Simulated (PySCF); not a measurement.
A structure optimised at PBE-D3(BJ)/def2-SVP, used in a PySCF frequency run:

```xyz
14

C      2.5392    -0.7767     0.3817
C      1.6558    -0.5704    -0.8217
N      0.4356    -0.2073    -0.8532
Si    -0.7219     0.2452     0.3840
N     -2.0207    -0.8646     0.1181
O     -0.9956     1.8913     0.1484
H      2.0113    -0.5579     1.3294
H      3.4416    -0.1324     0.3070
H      2.9114    -1.8237     0.4045
H      2.1702    -0.7737    -1.7972
H     -0.3877     0.1769     1.8447
H     -2.8089    -0.9047     0.7668
H     -2.3042    -1.0941    -0.8370
H     -1.0363     2.1323    -0.7949
```
Charge 0, spin multiplicity 1.

### Question
Write its SMILES and formula.

### Answer
C/C=N\[Si@H](N)O, C2H8N2OSi

### Question
What are its rotational constants (standard atomic weights)?

### Answer
4.6620, 1.7066, 1.4906 GHz
